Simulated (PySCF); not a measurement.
**Two-dimensional NMR puzzle**

Compound of formula C4H2F5N. Correlations simulated from computed shifts and the bond graph:

HSQC (one-bond C–H):
```csv
δH,δC
10.25,170.9
2.08,27.1
```

COSY cross peaks (H two or three bonds apart, from the bond graph; peaks can be absent where the dihedral angle is near 90°):
```csv
δH,δH
10.25,2.08
```

HMBC (two and three bonds, from the bond graph; two-bond peaks within aromatic rings are usually weak or absent):
```csv
δH,δC
10.25,"122.9, 27.1"
2.08,"170.9, 127.4, 122.9"
```

Carbons without hydrogens: δ 127.4, 122.9.

[PySCF: GFN2-xTB geometry; shielding tensors at PBE0/pcSseg-1 (GIAO); relativity neglected; a single conformation; rapidly exchanging positions averaged; no solvent]

δ = σ(ref) − σ, references computed at the same level: TMS for ¹H (31.72 ppm), ¹³C (186.93 ppm).

Exchangeable hydrogens are left out of these lists.

**Question.** Assemble the structure.

**Answer.** `FC(F)(F)C(F)(F)[C@@H]1C=N1`.

Atom-mapped SMILES (the numbers label the heavy atoms): `[F:1][C:2]([F:3])([F:4])[C:5]([F:6])([F:7])[C@@H:8]1[CH:9]=[N:10]1`; H(Xn) means a hydrogen on atom n.

1. δC 170.9 is C9, a C=N carbon (δH 10.25).
2. δC 127.4 is C2, a CF3 carbon.
3. δC 122.9 is C5, a fully substituted sp3 carbon bonded to 2 F.
4. δC 27.1 is C8, a three-membered-ring carbon (δH 2.08).
5. HMBC from δH 10.25 reaches the proton-free carbon C5.
6. HMBC from δH 2.08 reaches the proton-free carbons C2, C5.
7. COSY links 10.25–2.08.

The data come from this structure; uniqueness wasn't tested. Such data don't tell enantiomers apart.

Shifts are as computed. Against solution values, carbons near 30 ppm lie about +3 ppm off and those near 130 ppm about +5 ppm (rms about the fit 2.1 ppm; single classes can miss by 10 ppm). Of 1328 compounds with measured shifts, 309 miss one by over three times the rms of a fit or turn the order of signals round; such compounds aren't used in these exercises. Signals without a measured value on file couldn't be tested in this way; 1H shifts scatter by 0.2 ppm about their fit, and single ones miss by 0.5 ppm.
